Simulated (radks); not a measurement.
The numbers below are computed, except where a source is named.
Q: Coherent X-ray form factor from a spherical all-electron density. Level of theory: Dirac Kohn-Sham, LDA (Slater exchange, Perdew-Wang correlation), spin-unpolarised, spherical densities, finite nucleus; Fermi nuclear charge, rms radius of each element as measured or else 0.836 A^(1/3) + 0.57 fm (a radial shooting solver on a logarithmic mesh with Libxc functionals).

| sin(theta)/lambda (1/angstrom) | f0 (electrons) |
|---|---|
| 0.05 | 73.047 |
| 0.1 | 70.517 |
| 0.15 | 67.107 |
| 0.2 | 63.411 |
| 0.25 | 59.746 |
| 0.3 | 56.240 |
| 0.4 | 49.852 |
| 0.5 | 44.333 |
| 0.6 | 39.604 |
| 0.8 | 31.967 |
| 1 | 26.165 |
| 1.25 | 21.042 |
| 1.5 | 17.773 |
| 2 | 14.050 |

The species is in the configuration that NIST lists as its ground one. Which atom or ion scatters so?

A: The rhenium ion Re+, [Xe] 4f14 5d5 6s1. Extrapolating in s^2 from the first two rows gives f0(0) = 73.9, near the electron count 74; among species with that count, the fall with angle is slower the higher Z, and the table is that of Z = 75; from so few rows the species is fixed only to a neighbour or two.
